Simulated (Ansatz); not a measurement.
`BC(=O)O` and `C[SiH2]C(=O)O` differ in one atom or group.

Ansatz, PBE0-D4/def2-TZVP geometries, multiplicity 1. Each molecule was computed in one conformer, which needn't be the lowest.

| property | `BC(=O)O` |
| --- | --- |
| size of the dipole moment (ωB97M-V/def2-TZVPP) / D | 1.53 |
| HOMO–LUMO gap (PBE0/def2-TZVPP) / eV | 6.28 |
| HOMO energy (B3LYP/def2-TZVPP) / eV | -8.06 |
| HOMO energy (ωB97M-V/def2-TZVPP) / eV | -10.65 |
| size of the dipole moment (B3LYP/def2-TZVPP) / D | 1.50 |
| HOMO–LUMO gap (B3LYP/def2-TZVPP) / eV | 5.82 |

Task: What does the change do to each property? (An estimate is asked.)

Result: Computed: 
```json
{"property": "size of the dipole moment (ωB97M-V/def2-TZVPP) / D", "`C[SiH2]C(=O)O`": "0.99", "shift": "-0.54"}
{"property": "HOMO–LUMO gap (PBE0/def2-TZVPP) / eV", "`C[SiH2]C(=O)O`": "7.19", "shift": "0.91"}
{"property": "HOMO energy (B3LYP/def2-TZVPP) / eV", "`C[SiH2]C(=O)O`": "-7.56", "shift": "0.50"}
{"property": "HOMO energy (ωB97M-V/def2-TZVPP) / eV", "`C[SiH2]C(=O)O`": "-10.13", "shift": "0.52"}
{"property": "size of the dipole moment (B3LYP/def2-TZVPP) / D", "`C[SiH2]C(=O)O`": "0.97", "shift": "-0.53"}
{"property": "HOMO–LUMO gap (B3LYP/def2-TZVPP) / eV", "`C[SiH2]C(=O)O`": "6.72", "shift": "0.90"}
```

With PBE0 the HOMO rises by 0.50 eV and the LUMO rises by 1.40 eV, so the gap widens by about 0.90 eV. PBE moves the HOMO by 0.57 eV and ωB97M-V by 0.52 eV. The zero-point energy changes by 87.7 kJ/mol with +12 modes. Dipoles are sizes alone; their direction can turn.

B3LYP here is the variant with VWN-RPA as its local correlation; programs differ in this.
